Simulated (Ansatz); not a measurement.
Two isomers of CH9BOSi2: A = `C[SiH2]BO[SiH3]`, B = `B[SiH2]OC[SiH3]`.

Calculated with Ansatz (gas phase, PBE0-D4/def2-TZVP geometries, no zero-point term in ΔE). CCSD(T)/CBS adds triple-zeta CCSD(T) − MP2 to the extrapolated MP2 energy (def2 sets, frozen cores). Functionals use def2-TZVPP. B3LYP here is the variant with VWN-RPA as its local correlation; programs differ in this. Each species was taken in one conformer, which may not be the lowest.

Which is lower in electronic energy at CCSD(T)/CBS, and by how much? (Best estimate.)

The calculation gave: A, by 251.8 kJ/mol.

Give E(B) − E(A) in kJ/mol with CCSD/def2-TZVPP, ωB97M-V, r2SCAN-D4, B3LYP-D4, HF/def2-TZVPP, B3LYP, CCSD(T)/def2-TZVPP. (Best estimate.)

Computed: CCSD/def2-TZVPP 249.9, ωB97M-V 249.9, r2SCAN-D4 252.7, B3LYP-D4 248.0, HF/def2-TZVPP 246.5, B3LYP 250.8, CCSD(T)/def2-TZVPP 251.0. None reverses the order clearly.

Largest T1 diagnostic: 0.013.

In def2-TZVPP, CCSD(T) changes the Hartree–Fock value by +4.5 kJ/mol (the triples alone add +1.1 kJ/mol) and MP2 by +11.8 kJ/mol.
